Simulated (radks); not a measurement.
Q: All-electron atom: Tl II in [Hg]. All-electron calculation, scalar-relativistic Kohn-Sham, PBEsol, spin-unpolarised, spherical densities, point nucleus; hard spherical wall at 4 bohr. Program: a radial shooting solver on a logarithmic mesh with Libxc functionals. Some entries of the table are withheld. Estimate them.

| orbital | occ. | eigenvalue (hartree) | r(max) (bohr) | <r> (bohr) |
|---|---|---|---|---|
| 1s | 2 | -3146.241 | 0.01003 | 0.01631 |
| 2s | 2 | -560.3260 | 0.05814 | 0.06875 |
| 2p | 6 | -481.9221 | (1) | 0.06236 |
| 3s | 2 | -133.8655 | 0.1639 | 0.1776 |
| 3p | 6 | -111.3064 | (2) | 0.1793 |
| 3d | 10 | -87.94923 | 0.1334 | 0.1625 |
| 4s | 2 | -29.99492 | 0.3689 | 0.3917 |
| 4p | 6 | -22.60155 | 0.3891 | 0.4177 |
| 4d | 10 | -13.94360 | 0.3955 | 0.4399 |
| 5s | 2 | -4.98832 | (3) | 0.8772 |
| 4f | 14 | -4.36074 | 0.3578 | 0.4678 |
| 5p | 6 | -2.97169 | 0.9045 | 1.009 |
| 5d | 10 | -0.75040 | 1.118 | 1.372 |
| 6s | 2 | -0.48020 | 1.999 | 2.107 |
| 6p | 0 | -0.05651 | 2.343 | 2.329 |
| 5f | 0 | 0.63820 | 2.432 | 2.341 |
| 7s | 0 | 1.03441 | 3.088 | 2.448 |

A: 
(1) 2p r(max) (bohr): 0.04833
(2) 3p r(max) (bohr): 0.1638
(3) 5s r(max) (bohr): 0.8075
